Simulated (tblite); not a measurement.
C7H4NOP.
Numbering: `[N:1]#[C:2][c:3]1[cH:4][cH:5][c:6]([CH:7]=[O:8])[p:9][cH:10]1` (hydrogens: H11 on C4; H12 on C5; H13 on C7; H14 on C10)

The geometry is computed with GFN2-xTB (gas phase).

Give the optimised bond lengths and angles.

```json
{"bond": "N1≡C2", "length (Å)": "1.146", "order": "triple"}
{"bond": "C2–C3", "length (Å)": "1.419", "order": "single"}
{"bond": "C3–C4", "length (Å)": "1.399", "order": "aromatic"}
{"bond": "C4–C5", "length (Å)": "1.378", "order": "aromatic"}
{"bond": "C5–C6", "length (Å)": "1.390", "order": "aromatic"}
{"bond": "C6–C7", "length (Å)": "1.461", "order": "single"}
{"bond": "C7=O8", "length (Å)": "1.206", "order": "double"}
{"bond": "C6–P9", "length (Å)": "1.757", "order": "aromatic"}
{"bond": "P9–C10", "length (Å)": "1.736", "order": "aromatic"}
{"bond": "C3–C10", "length (Å)": "1.388", "order": "aromatic"}
{"bond": "C4–H11", "length (Å)": "1.080", "order": "single"}
{"bond": "C5–H12", "length (Å)": "1.083", "order": "single"}
{"bond": "C7–H13", "length (Å)": "1.106", "order": "single"}
{"bond": "C10–H14", "length (Å)": "1.083", "order": "single"}
```

Orders are formal, as drawn. A selection of angles:
```json
{"angle": "N1–C2–C3", "degrees": "179.5"}
{"angle": "C2–C3–C4", "degrees": "118.0"}
{"angle": "C2–C3–C10", "degrees": "117.9"}
{"angle": "C4–C3–C10", "degrees": "124.0"}
{"angle": "C3–C4–C5", "degrees": "121.8"}
{"angle": "C3–C4–H11", "degrees": "118.4"}
{"angle": "C5–C4–H11", "degrees": "119.8"}
{"angle": "C4–C5–C6", "degrees": "123.5"}
{"angle": "C4–C5–H12", "degrees": "118.6"}
{"angle": "C6–C5–H12", "degrees": "117.8"}
{"angle": "C5–C6–C7", "degrees": "121.2"}
{"angle": "C5–C6–P9", "degrees": "126.0"}
{"angle": "C7–C6–P9", "degrees": "112.8"}
{"angle": "C6–C7–O8", "degrees": "122.5"}
{"angle": "C6–C7–H13", "degrees": "115.8"}
{"angle": "O8–C7–H13", "degrees": "121.7"}
{"angle": "C6–P9–C10", "degrees": "98.9"}
{"angle": "P9–C10–H14", "degrees": "116.8"}
{"angle": "C3–C10–P9", "degrees": "125.8"}
{"angle": "C3–C10–H14", "degrees": "117.5"}
```

Torsions: C5–C6–C7–O8 180° (antiperiplanar).

Of the pairs four or more bonds apart, H12···H13 is among the closest relative to their van der Waals radii: 2.39 Å, 99 % of the sum of Bondi's values. The 10 heavy atoms lie in one plane (0.000 Å rms). P9 (phosphorus bonded to 2 C) is bent (angle 98.9°). The C–P distances run from 1.736 Å (P9–C10, aromatic) to 1.757 Å (C6–P9, aromatic), a spread of 0.021 Å. The 6 C–C bonds span 1.378 Å (C4–C5, aromatic) to 1.461 Å (C6–C7, drawn single), a spread of 0.083 Å. The 6-membered ring C3–C4–C5–C6–P9–C10 has internal angles of 98.9° to 126.0° (sum 720°, against 720° for a flat polygon); it is planar, 0.00 Å rms from its mean plane, widest ring torsion 0°.

Point group: Cs (every atom within 0.08 Å of its image). Its GFN2-xTB frequencies are all real (lowest 57 cm⁻¹). The numbers are those of one conformer. 2 starts were optimised and ended at 0.00 and 0.73 kcal/mol (GFN2-xTB); the lowest of these is shown.
